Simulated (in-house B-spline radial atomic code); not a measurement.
**Ionising Ge³⁺ with different functionals**

Computed with a radial B-spline atomic code at the basis-set limit: scalar-relativistic (spin-free X2C) Hamiltonian, Fermi nucleus of rms radius 4.0742 fm, spin-polarised at highest spin, spherical fractional occupations for the functionals, the average over the highest-spin determinants for Hartree-Fock. The ionisation energy is the difference of two self-consistent energies, [Ar] 3d10 4s1 → [Ar] 3d10, without Breit or QED terms; ε is the level of the shell that loses the electron (its least bound occupied spin orbital). There is no spin-orbit coupling in this Hamiltonian.

```
           method                    rung  ΔSCF (eV)  -ε(4s) (eV)
     Hartree-Fock            Hartree-Fock      44.63        44.74
    HF fractional            Hartree-Fock      44.63        44.74
         LDA VWN5                     LDA      47.03        41.53
         LDA PW92                     LDA      47.02        41.52
LDA exchange-only                     LDA      45.92        40.50
              PBE                     GGA      46.71        41.15
           PBEsol                     GGA      46.58        41.18
             BLYP                     GGA      46.98        41.27
             RPBE                     GGA      46.50        40.97
             PW91                     GGA      46.81        41.29
             BP86                     GGA      46.66        41.33
             AM05                     GGA      46.52        41.16
             OLYP                     GGA          ?            ?
             TPSS                meta-GGA      46.27        41.02
             SCAN                meta-GGA      46.50        41.71
           r2SCAN                meta-GGA          ?            ?
          revTPSS                meta-GGA      46.14        40.98
             PBE0           global hybrid      46.29        42.20
            B3LYP           global hybrid      46.79        42.26
            TPSSh           global hybrid      46.14        41.44
        BHandHLYP           global hybrid      46.22        43.35
          r2SCAN0           global hybrid      46.08        42.52
            B97-1           global hybrid      45.99        41.68
            HSE06  range-separated hybrid      46.37        41.92
            wB97X  range-separated hybrid      45.63        44.50
        CAM-B3LYP  range-separated hybrid      46.76        43.95
          LC-wPBE  range-separated hybrid      46.37        45.30
```

Q: What does OLYP give?

A: ΔSCF 46.33 eV, and -ε(4s) = 40.79 eV.

Q: What does r2SCAN give?

A: ΔSCF 46.32 eV, and -ε(4s) = 41.51 eV.

Q: Among the functionals, which spreads more, the ΔSCF values or the orbital energies?

A: The orbital energies: ΔSCF values span about 1.40 eV and the orbital energies 4.79 eV.

Q: How do they compare with the NIST value?

A: NIST lists 45.715 eV ± 0.0012 (measured, ground level to ground level). Errors run from -1.09 to +1.32 eV; wB97X is closest (-0.08 eV), but part of that can be cancellation, since the calculations leave out Breit-QED terms. Hartree-Fock also lacks correlation.
